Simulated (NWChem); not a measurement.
# BiI3; SMILES [I][Bi]([I])[I]

Computed with NWChem. The geometry was optimised at PBE0/def2-SVP. No frequency run checked for a minimum. def2 effective core potentials on I, Bi; no spin-orbit coupling. Level MN15/def2-SVP: energy and gradient on several grids; changes count from the extra-fine grid, which is no exact limit either.

### Question
Which is the coarsest grid (xfine; xcoarse; fine; coarse; medium) from which on the energy stays within 100 μHa and each gradient component within 200 μHa/bohr of xfine?

### Answer
xcoarse.
| grid | size of the energy change (μHa) | largest change of a gradient component (μHa/bohr) |
|---|---|---|
| xcoarse | < 10 | 60 |
| coarse | 20 | < 30 |
| medium | < 10 | < 30 |
| fine | < 10 | < 30 |
| xfine | < 10 | < 30 |
